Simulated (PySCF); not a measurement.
## Structure from 2D NMR

Compound of formula C5H13ClOSi2. Correlations simulated from computed shifts and the bond graph:

HSQC (one-bond C–H):
```tsv
δH	δC
6.56	146.1
3.78	53.4
2.48	35.5
1.16	18.2
```

COSY cross peaks (H two or three bonds apart, from the bond graph; peaks can be absent where the dihedral angle is near 90°):
```tsv
δH	δH
6.56	5.10
2.48	1.16
```

HMBC (two and three bonds, from the bond graph):
```tsv
δH	δC
6.56	176.7, 35.5
5.21	176.7, 146.1, 35.5
5.10	176.7, 146.1, 53.4
2.48	176.7, 146.1, 18.2
1.16	176.7, 35.5
```

Carbons without hydrogens: δ 176.7.

Theory: coordinates at the GFN2-xTB level, PBE0/pcSseg-1 with gauge-including orbitals, in PySCF 2.14 (gas phase, one computed conformer, one averaged value for each set of equivalent atoms, non-relativistic Hamiltonian).

Shifts are taken against calculated references (same method and geometry level): $^{1}$H, $^{13}$C vs TMS.

Exchangeable hydrogens are left out of these lists.

Question: Work out the connectivity.

Answer: SMILES CC/C(=C\[SiH2]OC)[SiH2]Cl.

Atoms are numbered as in `[CH3:1][CH2:2]/[C:3](=[CH:4]\[SiH2:5][O:6][CH3:7])[SiH2:8][Cl:9]`. Each H is labelled by its parent atom.

δC 176.7 is C3, a fully substituted alkene carbon. δC 146.1 is C4, an alkene CH (δH 6.56). δC 53.4 is C7, a methyl carbon bonded to O (δH 3.78). δC 35.5 is C2, an allylic sp3 CH2 (δH 2.48). δC 18.2 is C1, a methyl carbon (δH 1.16). HMBC from δH 6.56 reaches the proton-free carbon C3. HMBC from δH 5.21 reaches the proton-free carbon C3. HMBC from δH 5.10 reaches the proton-free carbon C3. HMBC from δH 2.48 reaches the proton-free carbon C3. COSY links 6.56–5.10, 2.48–1.16.

This is the structure that produced the data.

Shifts are as computed. Against solution values, carbons near 30 ppm lie about +3 ppm off and those near 130 ppm about +5 ppm. Of 1211 compounds with measured shifts, 218 miss one by over three times the rms of a fit or turn the order of signals round; such compounds aren't used in these exercises.
